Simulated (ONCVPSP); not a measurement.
## u(r) = r·R(r): atom against pseudo-atom (Ta (Z = 73))

Columns: radius, all-electron u(r) and pseudo u(r) of the 5p shell (level -46.62 eV) of tantalum in the configuration [Kr] 4d10 4f14 5s2 5p6 5d3 6s1; PBE, scalar-relativistic, ONCV scheme, ONCVPSP 4.0.1.

```csv
r (bohr),all-electron,pseudo
0.105,0.1986,0.0131
0.210,0.1410,0.0540
0.315,-0.4097,0.1258
0.420,-0.4987,0.2304
0.525,-0.2174,0.3643
0.630,0.1732,0.5173
0.735,0.5225,0.6735
0.840,0.7772,0.8138
0.945,0.9334,0.9212
1.050,1.0070,0.9851
1.155,1.0184,1.0032
1.260,0.9868,0.9804
1.365,0.9278,0.9264
1.470,0.8534,0.8533
1.575,0.7720,0.7720
1.680,0.6896,0.6896
1.785,0.6098,0.6098
1.890,0.5349,0.5349
1.995,0.4662,0.4662
2.100,0.4042,0.4042
2.205,0.3489,0.3489
2.310,0.3001,0.3001
2.415,0.2573,0.2573
2.520,0.2200,0.2200
2.625,0.1876,0.1876
2.730,0.1597,0.1597
```

(1) How many radial nodes do the two functions have?

(2) At about which radius was the pseudo-wave matched?

(3) Where does each function peak?

(4) Is the pseudo-wave norm-conserving?

Results:

(1) The all-electron 5p function has n − l − 1 = 3 (the table is too coarse to show those close to the nucleus); the pseudo-wave has 0, since the states of the same l below it are removed with the core.

(2) 1.55 bohr, where the columns begin to agree (steps of 0.10 bohr).

(3) Outermost all-electron maximum near 1.16 bohr, pseudo maximum near 1.16 bohr (to the table’s step).

(4) Yes: the ONCV scheme keeps the norm inside the radius equal to the all-electron one, which fixes the energy derivative of the logarithmic derivative at the level.
